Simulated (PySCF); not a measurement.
Which determinant of GaBr⁺ lies lowest?

Unrestricted PBE0; PySCF, scalar-relativistic core potentials, basis sets Ga cc-pVDZ-PP with ECP10, Br cc-pVDZ-PP with ECP10. Outer shells of the fragments: Ga+ 3d10 4s2; Br 3d10 4s2 4p5.

Followed along the bond (rough minima from three points):

| 2Ms+1 | unpaired | ⟨S²⟩ at the start | R at minimum (Å) | Te (eV) |
| --- | --- | --- | --- | --- |
| 2 | σ ↑ | 0.76 | 2.29 | 0.00 |
| 2 | π ↑ | 0.75 | 3.02 | 0.24 |
| 4 | σ ↑, π ↑↑ | 3.75 | 2.58 | 4.72 |

Solutions found at the starting distance of 2.420 Å, counted from the lowest of them; the search is not exhaustive and high or unbound solutions are not listed, so other states can lie among these:

```
2Ms+1   unpaired   term  E (eV)  ⟨S²⟩  ⟨Lz²⟩  μ (D)
    2        σ ↑    ²Σ⁺    0.00  0.76   0.00  -4.84
    2        π ↑     ²Π    0.74  0.75   1.01  -1.43
    4  σ ↑, π ↑↑  mixed    4.70  3.75   2.01  -0.43
    4  σ ↑, π ↑↑  mixed    4.85  3.75   2.01  -0.40
    2  σ ↑, π ↑↓  mixed    4.99  1.75   2.01  -0.52
    4  σ ↑↑, π ↑     ⁴Π    6.68  3.75   1.01  -0.09
```

A term symbol is given only where ⟨S²⟩ and ⟨Lz²⟩ are close to those of a pure state; real π, δ and φ orbitals otherwise mix terms. A positive dipole points towards Br; it is taken about the centre of mass and depends on that origin.

Question: Compare the gap between the two lowest followed solutions at the starting distance with the gap between their minima.

Answer: At PBE0 the second solution (doublet, unpaired electrons π ↑) lies +0.74 eV from the first (doublet, unpaired electrons σ ↑) at 2.420 Å and +0.24 eV at the minima; the two curves relax by different amounts, since their minima lie near 3.02 and 2.29 Å.

Spin–orbit coupling is left out. Counting both spins, an empty level lies below a filled one in some of these solutions, because spin and occupation are held.
